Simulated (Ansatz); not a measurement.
Geometry optimisation, UKS B3LYP/STO-3G (Ansatz 0.2.0).

The input (input.yaml):

```yaml
crystal:
  periodic: [false, false, false]
  atoms:
    - { symbol: Al, position_ang: [-0.631171, -0.353624, 0.856059] }
    - { symbol: F, position_ang: [2.229329, -1.4604, 0.706938] }
    - { symbol: O, position_ang: [-0.413903, -0.675391, 2.517288] }
    - { symbol: O, position_ang: [-1.992195, -0.955843, 0.01942] }
    - { symbol: H, position_ang: [2.338661, -0.630046, 0.244859] }
    - { symbol: O, position_ang: [0.530499, 0.701221, -0.016074] }
    - { symbol: Si, position_ang: [0.068028, 1.168525, -1.583905] }
    - { symbol: H, position_ang: [0.49888, -0.271678, 2.750566] }
    - { symbol: H, position_ang: [-2.493871, -1.521708, 0.708558] }
    - { symbol: H, position_ang: [-0.233958, 0.052676, -2.464375] }
    - { symbol: H, position_ang: [-1.084757, 2.052436, -1.585064] }
    - { symbol: H, position_ang: [1.184456, 1.893831, -2.154271] }
magnetization:
  spin_polarized: true
basis:
  gaussian: { orbitals: STO-3G }
hamiltonian:
  xc: b3lyp
relax:
  f_tol: 0.03
  max_steps: 50
output:
  orbitals: {}
```

Command:

```bash
$ ansatz run input.yaml --threads 1 --pin off --max-ram 2048MiB --backend cpu --events-out ev --progress --plain --runs-dir out
```

Problem. Where does it end, and by what steps?

Solution. The forces met the threshold. The force dipped under the threshold on the way, but the program's further checks kept it going. Limits of this set-up: minimal basis. After 14 steps the energy has fallen by 2.443 eV; H5 moved furthest, 1.01 Å. Parted: F2–H5. Joined: Al1–F2, H5–O6.

```json
{"step": "0", "energy less start (eV)": "0.0000", "largest force component (eV/Å)": "2.220", "accepted": "yes"}
{"step": "1", "energy less start (eV)": "-0.3517", "largest force component (eV/Å)": "1.195", "accepted": "yes"}
{"step": "2", "energy less start (eV)": "-0.6964", "largest force component (eV/Å)": "0.879", "accepted": "yes"}
{"step": "3", "energy less start (eV)": "-1.3217", "largest force component (eV/Å)": "1.400", "accepted": "yes"}
{"step": "4", "energy less start (eV)": "-1.8730", "largest force component (eV/Å)": "1.519", "accepted": "yes"}
{"step": "5", "energy less start (eV)": "-2.1376", "largest force component (eV/Å)": "2.660", "accepted": "yes"}
{"step": "6", "energy less start (eV)": "-2.3395", "largest force component (eV/Å)": "0.956", "accepted": "yes"}
{"step": "7", "energy less start (eV)": "-2.4175", "largest force component (eV/Å)": "0.363", "accepted": "yes"}
{"step": "8", "energy less start (eV)": "-2.4353", "largest force component (eV/Å)": "0.268", "accepted": "yes"}
{"step": "9", "energy less start (eV)": "-2.4335", "largest force component (eV/Å)": "0.439", "accepted": "no"}
{"step": "10", "energy less start (eV)": "-2.4420", "largest force component (eV/Å)": "0.105", "accepted": "yes"}
{"step": "11", "energy less start (eV)": "-2.4428", "largest force component (eV/Å)": "0.048", "accepted": "yes"}
{"step": "12", "energy less start (eV)": "-2.4431", "largest force component (eV/Å)": "0.023", "accepted": "yes"}
{"step": "13", "energy less start (eV)": "-2.4434", "largest force component (eV/Å)": "0.032", "accepted": "yes"}
{"step": "14", "energy less start (eV)": "-2.4435", "largest force component (eV/Å)": "0.030", "accepted": "yes"}
```

```xyz
12
Properties=species:S:1:pos:R:3
Al -0.187 -0.715 0.940
F 1.332 -1.469 0.476
O -0.373 -0.397 2.615
O -1.526 -1.268 0.025
H 1.417 -0.364 -0.073
O 0.696 0.545 -0.060
Si 0.189 1.156 -1.577
H 0.565 -0.145 2.940
H -2.285 -1.371 0.701
H -0.062 0.089 -2.524
H -1.011 1.935 -1.373
H 1.244 2.004 -2.089
```

Whether the end is a true minimum wasn't checked by a vibrational analysis.

Time of the run: 63 s on 1 thread of Intel(R) Xeon(R) Platinum 8375C CPU @ 2.90GHz (Ice Lake) (shared host), peak memory 0.19 GiB.
